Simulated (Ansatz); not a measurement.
Reaction (formal exchange of groups at a B–Al bond): `[AlH2][BH][GeH3]` + `O[SiH3]` → `O[SiH2][BH][GeH3]` + `[AlH3]`

Program: Ansatz. Geometries: PBE0-D4/def2-TZVP. ΔE: electronic, gas phase. CCSD(T)/CBS is the MP2 limit (def2-TZVPP, def2-QZVPP) plus CCSD(T) − MP2 in def2-TZVPP, frozen cores. This one scheme is used for every species. Functionals use def2-TZVPP. B3LYP here is the variant with VWN-RPA as its local correlation; programs differ in this. HSE06 is defined as in plane-wave codes. For Ge outer-core shells are correlated without core-valence functions, which leaves a few kJ/mol of doubt a bond. Scalar relativity is left out up to krypton. One conformer a species, not always the lowest.

Task: Is it downhill or uphill in electronic energy at CCSD(T)/CBS, and by how much? (Estimate.)

Result: The calculation gave: Nearly level: ΔE = -0.1 kcal/mol.

Task: What do these levels give: PBE-D4, r2SCAN0-D4, HSE06-D4, BHLYP-D4, ωB97X-V, PBE, B3LYP, r2SCAN0, RPA@PBE/def2-TZVPP, HF/def2-SVP, CCSD/def2-TZVPP, MP2/def2-QZVPP? (Estimate.)

Result: Ansatz gave: PBE-D4 -0.7, r2SCAN0-D4 -0.4, HSE06-D4 -0.4, BHLYP-D4 -0.5, ωB97X-V -0.7, PBE 0.1, B3LYP 0.4, r2SCAN0 -0.1, RPA@PBE/def2-TZVPP 0.1, HF/def2-SVP 0.8, CCSD/def2-TZVPP 0.2, MP2/def2-QZVPP -0.2 kcal/mol.

Largest T1 diagnostic among the species: 0.013.

Leaving LDA and LC-ωPBE aside and taking each functional with its dispersion term where it has one, the values, not all of them listed here, spread over 3.5 kcal/mol, from B97M-V to B2PLYP. LDA lies −1.1 kcal/mol from PBE without D4. The D4 term adds −1.2 kcal/mol with B3LYP and −0.7 kcal/mol with PBE0; it sums over pairs of atoms, weighted by their polarisabilities, and B3LYP, whose exchange is more repulsive, gets the larger term. In def2-TZVPP, CCSD(T) changes the Hartree–Fock value by −1.0 kcal/mol (the triples alone add −0.2 kcal/mol) and MP2 by −1.2 kcal/mol.
